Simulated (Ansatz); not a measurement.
Ansatz (an electronic-structure program) job for CH4N, SMILES C[NH], multiplicity 2, PBE0-D3(BJ)/def2-TZVP. 

Ansatz 0.2 input:
```yaml
crystal:
  periodic: [false, false, false]
  atoms:
    - {symbol: C, position_ang: [-0.58577361, 0.12001045, 0.12095070]}
    - {symbol: N, position_ang: [0.70955817, -0.25354959, -0.23348854]}
    - {symbol: H, position_ang: [-0.74571266, 0.11908738, 1.21291773]}
    - {symbol: H, position_ang: [-1.30028975, -0.55177173, -0.35735054]}
    - {symbol: H, position_ang: [-0.80735976, 1.15817927, -0.18399603]}
    - {symbol: H, position_ang: [1.40109668, 0.32928943, 0.23714438]}
basis:
  gaussian:
    orbitals: def2-TZVP
hamiltonian:
  xc: pbe0
  dispersion: d3bj
magnetization: {spin_polarized: true, initial_magnetization: 1}
relax: {f_tol: 0.002, max_steps: 200}
```

It prints:

```
WARN ansatz: RAYON_NUM_THREADS=1 ignored (pool sized by the plan → 1); use --threads N
Functional definition: PBE0
integrals: 0.01 GiB planned
511 factors; their error is unknown
mean field: 0.22 GiB planned
mean field evaluation 1: about -2583.6805 eV, gradient 3.1e1 eV
mean field evaluation 2: about -2582.2695 eV, gradient 3.6e1 eV
mean field evaluation 4: about -2588.1098 eV, gradient 1.8e0 eV
mean field evaluation 8: about -2588.1191 eV, gradient 2.9e-2 eV
mean field -2588.11912344 eV, -95.1116234963 hartree, gradient 4.2e-5 eV, S^2 0.754505; 0 other end points of the search recorded, 0 dependent functions left out
the calculation of the forces begins
reference -2588.11914476 eV, -95.1116242796 hartree; 9, 8 occupied and 77, 78 virtual orbitals, 511 factors
relax step   1: F+E_penalty+E_count = -2588.16625552 eV  Δ(F+E_penalty+E_count) = +0.000e0 eV  max|allowed force component| = 1.074e0 eV/Å  Δτ_max = 0.0000 Å  (28 SCF iters, accepted)
these checks for a lower state are left out or cut short: starts, cluster_reference, orbital_swaps, neighbouring_geometries, increment
integrals: 0.01 GiB planned
511 factors; their error is unknown
mean field: 0.22 GiB planned
mean field evaluation 16: about -2588.1409 eV, gradient 1.1e0 eV
mean field -2588.14232982 eV, -95.1124763150 hartree, gradient 2.5e-5 eV, S^2 0.754460; 0 other end points of the search recorded, 0 dependent functions left out
the calculation of the forces begins
reference -2588.14235104 eV, -95.1124770949 hartree; 9, 8 occupied and 77, 78 virtual orbitals, 511 factors
relax step   2: F+E_penalty+E_count = -2588.18943834 eV  Δ(F+E_penalty+E_count) = -2.318e-2 eV  max|allowed force component| = 5.028e-1 eV/Å  Δτ_max = 0.0216 Å  (37 SCF iters, accepted)
these checks for a lower state are left out or cut short: starts, cluster_reference, orbital_swaps, neighbouring_geometries, increment
integrals: 0.01 GiB planned
511 factors; their error is unknown
mean field: 0.22 GiB planned
mean field -2588.15065281 eV, -95.1127821791 hartree, gradient 1.1e-5 eV, S^2 0.754406; 0 other end points of the search recorded, 0 dependent functions left out
the calculation of the forces begins
reference -2588.15067389 eV, -95.1127829539 hartree; 9, 8 occupied and 77, 78 virtual orbitals, 511 factors
relax step   3: F+E_penalty+E_count = -2588.19777456 eV  Δ(F+E_penalty+E_count) = -8.336e-3 eV  max|allowed force component| = 1.245e-1 eV/Å  Δτ_max = 0.0231 Å  (37 SCF iters, accepted)
these checks for a lower state are left out or cut short: starts, cluster_reference, orbital_swaps, neighbouring_geometries, increment
integrals: 0.01 GiB planned
511 factors; their error is unknown
mean field: 0.22 GiB planned
mean field evaluation 32: about -2588.1507 eV, gradient 2.5e-1 eV
mean field -2588.15090872 eV, -95.1127915839 hartree, gradient 2.0e-5 eV, S^2 0.754393; 0 other end points of the search recorded, 0 dependent functions left out
the calculation of the forces begins
reference -2588.15092978 eV, -95.1127923576 hartree; 9, 8 occupied and 77, 78 virtual orbitals, 511 factors
relax step   4: F+E_penalty+E_count = -2588.19802933 eV  Δ(F+E_penalty+E_count) = -2.548e-4 eV  max|allowed force component| = 1.565e-2 eV/Å  Δτ_max = 0.0029 Å  (35 SCF iters, accepted)
these checks for a lower state are left out or cut short: starts, cluster_reference, orbital_swaps, neighbouring_geometries, increment
integrals: 0.01 GiB planned
511 factors; their error is unknown
mean field: 0.22 GiB planned
mean field -2588.15094711 eV, -95.1127929945 hartree, gradient 1.8e-5 eV, S^2 0.754390; 0 other end points of the search recorded, 0 dependent functions left out
the calculation of the forces begins
reference -2588.15096816 eV, -95.1127937680 hartree; 9, 8 occupied and 77, 78 virtual orbitals, 511 factors
relax step   5: F+E_penalty+E_count = -2588.19806966 eV  Δ(F+E_penalty+E_count) = -4.032e-5 eV  max|allowed force component| = 1.110e-2 eV/Å  Δτ_max = 0.0028 Å  (35 SCF iters, accepted)
these checks for a lower state are left out or cut short: starts, cluster_reference, orbital_swaps, neighbouring_geometries, increment
integrals: 0.01 GiB planned
511 factors; their error is unknown
mean field: 0.22 GiB planned
mean field -2588.15099896 eV, -95.1127949002 hartree, gradient 2.2e-5 eV, S^2 0.754391; 0 other end points of the search recorded, 0 dependent functions left out
the calculation of the forces begins
reference -2588.15102002 eV, -95.1127956738 hartree; 9, 8 occupied and 77, 78 virtual orbitals, 511 factors
relax step   6: F+E_penalty+E_count = -2588.19812149 eV  Δ(F+E_penalty+E_count) = -5.184e-5 eV  max|allowed force component| = 2.358e-3 eV/Å  Δτ_max = 0.0077 Å  (36 SCF iters, accepted)
these checks for a lower state are left out or cut short: starts, cluster_reference, orbital_swaps, neighbouring_geometries, increment
integrals: 0.01 GiB planned
511 factors; their error is unknown
mean field: 0.22 GiB planned
mean field -2588.15100085 eV, -95.1127949695 hartree, gradient 1.3e-5 eV, S^2 0.754391; 0 other end points of the search recorded, 0 dependent functions left out
the calculation of the forces begins
reference -2588.15102190 eV, -95.1127957431 hartree; 9, 8 occupied and 77, 78 virtual orbitals, 511 factors
relax step   7: F+E_penalty+E_count = -2588.19812314 eV  Δ(F+E_penalty+E_count) = -1.651e-6 eV  max|allowed force component| = 1.318e-3 eV/Å  Δτ_max = 0.0019 Å  (35 SCF iters, accepted)
integrals: 0.01 GiB planned
511 factors; their error is unknown
mean field: 0.22 GiB planned
mean field evaluation 64: about -2588.1510 eV, gradient 1.6e-5 eV
mean field -2588.15100085 eV, -95.1127949695 hartree, gradient 1.6e-5 eV, S^2 0.754391; 1 other end points of the search recorded, 0 dependent functions left out
the calculation of the forces begins
reference -2588.15102190 eV, -95.1127957431 hartree; 9, 8 occupied and 77, 78 virtual orbitals, 511 factors
Total energy: -2588.19814420 eV, -95.1145274555 hartree
Atom 0 at    -0.587862     0.118995     0.119323 Å, force     0.000475     0.001321    -0.000203 eV/Å
Atom 1 at     0.738414    -0.283945    -0.230564 Å, force     0.000426     0.000376     0.000743 eV/Å
Atom 2 at    -0.741915     0.099314     1.209372 Å, force     0.000612    -0.000306    -0.000229 eV/Å
Atom 3 at    -1.327006    -0.533747    -0.348224 Å, force    -0.000516    -0.000579    -0.000143 eV/Å
Atom 4 at    -0.789860     1.156140    -0.190261 Å, force    -0.000260    -0.000150     0.000018 eV/Å
Atom 5 at     1.379749     0.364489     0.236531 Å, force    -0.000736    -0.000661    -0.000187 eV/Å
Dipole moment:    -0.147477     0.308026     0.237541 e Å
```

Self-consistency was reached.

Cost: roughly 9 core-seconds.
